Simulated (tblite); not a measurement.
C6H9NSi.
Bonds: Si1–C2, C2–C3, C3–C4 (aromatic), C4–C5 (aromatic), C5–C6 (aromatic), C6–N7 (aromatic), N7–C8 (aromatic), C3–C8 (aromatic). Hydrogens: H9, H10, H11 on Si1; H12, H13 on C2; H14 on C4; H15 on C5; H16 on C6; H17 on C8.

Computed with GFN2-xTB (tblite), gas phase: L-BFGS steps from a force-field or distance-geometry start until the largest atomic force falls under 0.01 eV/Å.

Step 12: E = -600.5718 eV
```
atom  x, y, z in Å  |  force x, y, z in eV/Å
Si1    -2.4416    0.7508   -0.3670   -0.005  -0.038  -0.039
C2     -1.1773   -0.5557   -0.9681    0.060   0.017   0.060
C3      0.1029   -0.3984   -0.2243    0.045  -0.002   0.039
C4      1.1347    0.4346   -0.6501    0.031  -0.026   0.013
C5      2.2853    0.5400    0.1171   -0.028  -0.010   0.008
C6      2.3604   -0.1863    1.2963    0.014   0.020  -0.005
N7      1.3847   -0.9695    1.7246    0.002   0.031  -0.026
C8      0.2958   -1.0639    0.9871    0.024  -0.031  -0.012
H9     -3.7617    0.3375   -0.8375   -0.053   0.002  -0.022
H10    -2.1071    2.0632   -0.9183    0.045   0.009  -0.001
H11    -2.4028    0.7877    1.0925   -0.013   0.013   0.027
H12    -1.5815   -1.5495   -0.7684   -0.013   0.017  -0.052
H13    -1.0175   -0.4707   -2.0441    0.012   0.034   0.055
H14     1.0428    0.9870   -1.5770   -0.023  -0.033   0.027
H15     3.1108    1.1705   -0.1849   -0.094  -0.032  -0.028
H16     3.2357   -0.1435    1.9311    0.006   0.013  -0.011
H17    -0.4706   -1.7218    1.3813   -0.011   0.017  -0.034
```

Step 13: E = -600.5729 eV
```
atom  x, y, z in Å  |  force x, y, z in eV/Å
Si1    -2.4413    0.7491   -0.3671   -0.012  -0.008  -0.003
C2     -1.1766   -0.5558   -0.9668    0.054  -0.025   0.032
C3      0.1040   -0.4011   -0.2224    0.005   0.010   0.007
C4      1.1350    0.4325   -0.6479    0.002  -0.018  -0.025
C5      2.2855    0.5406    0.1170   -0.022  -0.019   0.008
C6      2.3604   -0.1856    1.2955    0.019   0.018   0.013
N7      1.3855   -0.9686    1.7248    0.030   0.018   0.003
C8      0.2966   -1.0656    0.9884    0.033  -0.021  -0.014
H9     -3.7621    0.3415   -0.8387   -0.060  -0.009  -0.028
H10    -2.1055    2.0611   -0.9192    0.048   0.008   0.000
H11    -2.4074    0.7904    1.0934   -0.009   0.008   0.008
H12    -1.5817   -1.5520   -0.7748    0.005   0.050  -0.042
H13    -1.0179   -0.4647   -2.0431    0.024   0.028   0.069
H14     1.0409    0.9836   -1.5745   -0.023  -0.016   0.001
H15     3.1100    1.1708   -0.1866   -0.081  -0.022  -0.028
H16     3.2354   -0.1415    1.9287    0.033   0.009   0.017
H17    -0.4678   -1.7228    1.3835   -0.045  -0.011  -0.019
```

Step 14: E = -600.5739 eV
```
atom  x, y, z in Å  |  force x, y, z in eV/Å
Si1    -2.4412    0.7475   -0.3674   -0.023   0.021   0.026
C2     -1.1749   -0.5560   -0.9650    0.022  -0.039   0.004
C3      0.1053   -0.4033   -0.2204   -0.025   0.014  -0.024
C4      1.1352    0.4304   -0.6466   -0.018  -0.014  -0.034
C5      2.2852    0.5408    0.1172   -0.024  -0.021  -0.007
C6      2.3607   -0.1846    1.2950    0.021   0.006   0.035
N7      1.3865   -0.9676    1.7251    0.041  -0.005   0.029
C8      0.2979   -1.0674    0.9892    0.036  -0.016   0.007
H9     -3.7635    0.3446   -0.8403   -0.048  -0.014  -0.027
H10    -2.1032    2.0595   -0.9199    0.046  -0.002   0.005
H11    -2.4113    0.7928    1.0943   -0.007   0.002  -0.014
H12    -1.5818   -1.5532   -0.7810    0.018   0.057  -0.025
H13    -1.0177   -0.4592   -2.0409    0.038   0.025   0.060
H14     1.0388    0.9804   -1.5724   -0.022   0.003  -0.029
H15     3.1075    1.1706   -0.1887   -0.048   0.000  -0.031
H16     3.2357   -0.1396    1.9271    0.049   0.009   0.036
H17    -0.4663   -1.7236    1.3848   -0.055  -0.026  -0.009
```

Step 15: E = -600.5749 eV
```
atom  x, y, z in Å  |  force x, y, z in eV/Å
Si1    -2.4417    0.7462   -0.3673   -0.034   0.038   0.036
C2     -1.1731   -0.5564   -0.9631   -0.023  -0.022  -0.016
C3      0.1062   -0.4052   -0.2187   -0.040  -0.004  -0.020
C4      1.1352    0.4280   -0.6459   -0.038  -0.005  -0.045
C5      2.2843    0.5405    0.1171   -0.007  -0.023  -0.004
C6      2.3616   -0.1835    1.2952    0.014   0.000   0.035
N7      1.3881   -0.9668    1.7257    0.042  -0.030   0.051
C8      0.2997   -1.0696    0.9903    0.023  -0.005   0.014
H9     -3.7658    0.3474   -0.8423   -0.021  -0.014  -0.020
H10    -2.1000    2.0580   -0.9205    0.040  -0.014   0.010
H11    -2.4152    0.7951    1.0951   -0.006  -0.003  -0.028
H12    -1.5817   -1.5536   -0.7873    0.020   0.037  -0.003
H13    -1.0167   -0.4535   -2.0379    0.050   0.025   0.033
H14     1.0364    0.9774   -1.5711   -0.017   0.015  -0.047
H15     3.1042    1.1704   -0.1913   -0.013   0.022  -0.034
H16     3.2371   -0.1376    1.9263    0.052   0.011   0.043
H17    -0.4656   -1.7248    1.3858   -0.042  -0.027  -0.005
```

**Question.** Estimate the geometry and energy of step 16. (The exact step hangs on the optimiser's Hessian estimate; all steps are aligned on step 15, rigid shifts and turns removed.)

**Answer.** E = -600.5758 eV, largest force 0.066 eV/Å
```
atom  x, y, z in Å  |  force x, y, z in eV/Å
Si1    -2.4427    0.7454   -0.3667   -0.040   0.039   0.026
C2     -1.1717   -0.5568   -0.9613   -0.061   0.013  -0.020
C3      0.1066   -0.4075   -0.2169   -0.036  -0.011  -0.013
C4      1.1344    0.4255   -0.6460   -0.034  -0.004  -0.022
C5      2.2832    0.5396    0.1170   -0.005  -0.015  -0.020
C6      2.3630   -0.1822    1.2960    0.010  -0.013   0.037
N7      1.3904   -0.9665    1.7272    0.023  -0.044   0.043
C8      0.3018   -1.0720    0.9916    0.011  -0.003   0.035
H9     -3.7685    0.3501   -0.8448    0.008  -0.010  -0.012
H10    -2.0959    2.0561   -0.9211    0.034  -0.022   0.015
H11    -2.4196    0.7975    1.0956   -0.005  -0.007  -0.029
H12    -1.5812   -1.5538   -0.7941    0.012   0.002   0.019
H13    -1.0147   -0.4468   -2.0344    0.058   0.023  -0.002
H14     1.0334    0.9746   -1.5707   -0.012   0.020  -0.056
H15     3.1004    1.1704   -0.1945    0.013   0.033  -0.031
H16     3.2395   -0.1353    1.9263    0.035   0.013   0.035
H17    -0.4654   -1.7265    1.3869   -0.010  -0.015  -0.005
```

The energy changes by -0.0009 eV. The first-order estimate −F·Δx gives -0.0013 eV and the mean of the old and new forces, exact on a quadratic surface, -0.0009 eV. The step makes an angle of 67° with the force vector and moves no atom by more than 0.008 Å.

What follows is the cost of the whole relaxation. On one thread of an Arm Neoverse V1, no GPU (shared host), this took 0.45 s wall.
